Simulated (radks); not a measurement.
Neutral mercury, [Hg]. All-electron calculation, non-relativistic Kohn-Sham, exchange-only B88, spin-polarised, spherical densities, point nucleus. Program: a radial shooting solver on a logarithmic mesh with Libxc functionals. Every spin shell is full or empty, so the densities are truly spherical. Functionals are evaluated on that one density, not self-consistently. Rank these exchange functionals by their error against the exact value of the orbitals, and give that value: LDA, PBE, PBEsol, PW91, OPTX, WC, SOGGA, EV93, TPSS, SCAN, r2SCAN, MS2, Tao-Mo, TASK, MVS.

Answer. Exact: -345.000 hartree. From best to worst, with 100 (|E| - |E exact|)/|E exact| (equal figures are ties): PW91 +0.08, SCAN +0.08, MVS +0.09, r2SCAN -0.16, PBE -0.31, TPSS -0.40, EV93 -0.49, WC -0.59, MS2 -0.64, Tao-Mo -0.81, PBEsol -1.77, SOGGA -1.77, TASK -1.81, OPTX +1.92, LDA -3.77.
